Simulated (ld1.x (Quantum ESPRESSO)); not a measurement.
Varying the TM potential for Ga (Z = 31)

Base potential:

- Element: Ga
- Generator: ld1.x (Quantum ESPRESSO) 7.5
- Type: norm-conserving Troullier–Martins (Kleinman–Bylander form)
- Functional: PBE
- Relativity: scalar-relativistic
- Frozen core: [Ar] 3d10
- Valence charge: 3
- Reference configuration: 4s2 4p0.5 (charge +0.5)
- Partial waves: 4s (bound): rc 1.30 bohr; 4p (bound): rc 1.70 bohr; 4d channel at 0.35 Ry: rc 1.70 bohr
- Local potential: all-electron potential smoothed inside 1.25 bohr (lloc = -1)
- Core correction: Bessel-smoothed model core inside 0.95 bohr

All-electron outer shells of the reference configuration (PBE, scalar-relativistic, ld1.x):

```tsv
shell	level (eV)	outermost node (bohr)	outermost maximum (bohr)
4s	-12.43	0.81	1.87
4p	-5.62	0.87	2.41
```

Cutoffs, loose and tight: the cutoffs (Ry, on a coarse ladder) from which the occupation-weighted sum of valence levels, in a spherical-Bessel basis at the reference potential, stays within 10 and 1 mRy of its value at 400 Ry. They do not see the model core or the augmentation charge, which bear on the density cutoff. Test errors are all-electron minus pseudo excitation energies from the reference, over the configurations 4s2 4p1; 4s2 4p0; 4s1 4p0; 4s1 4p2; 4s0 4p3; 4s2 4p1.3; 4s1 4p1. A dash means not determined; rows that change the core or the reference have their own tests.

A true bound ghost makes a file unfit for plane-wave use even where its test errors are small: the radial tests pick states by their node count and pass the ghost by.

| change | outcome | cutoff, loose | cutoff, tight | bound ghosts | largest test error (meV) |
| --- | --- | --- | --- | --- | --- |
| base | generated | 45 Ry | 140 Ry | d, s | -188 |
| wave 4d channel at 0.35 Ry: rc 1.70 bohr becomes 4d channel at 0.35 Ry: rc 1.90 bohr | generated | 45 Ry | 140 Ry | d, s | -188 |
| wave 4p (bound): rc 1.70 bohr becomes 4p (bound): rc 2.60 bohr | generated | 45 Ry | 140 Ry | d, s | -191 |
| wave 4d channel at 0.35 Ry: rc 1.70 bohr becomes 4d channel at 0.09 Ry: rc 1.70 bohr | generated | 45 Ry | 140 Ry | d, s | -188 |
| reference 4s2 4p1 | generated | 45 Ry | 140 Ry | d, s | -225 |
| local potential the d channel | generated | 45 Ry | 140 Ry | s, p | -146 |
| local potential all-electron potential smoothed inside 0.72 bohr (lloc = -1) | generated | 45 Ry | 140 Ry | d, s, p | -152 |
| core correction none | generated | 45 Ry | 140 Ry | d, s | +157 |

What comes out with this change to the base: all radii but the core radius scaled by about 1.14 (s 1.48, p 1.94, d 1.94 bohr); local potential all-electron potential smoothed inside 1.42 bohr (lloc = -1)?

outcome: generated; cutoff, loose: 21 Ry; cutoff, tight: 70 Ry; bound ghosts: d, s; largest test error (meV): -117.

What comes out with this change to the base: core [Ar], valence charge 13; reference 3d10 4s1 4p0; waves now 4s (bound): rc 1.70 bohr; 4p (bound): rc 2.35 bohr; 3d (bound): rc 1.15 bohr; 4f channel at -0.15 Ry: rc 2.05 bohr; local potential all-electron potential smoothed inside 1.50 bohr (lloc = -1); core correction none?

outcome: generated; cutoff, loose: 200 Ry; cutoff, tight: over 300 Ry; bound ghosts: none; largest test error (meV): -405.
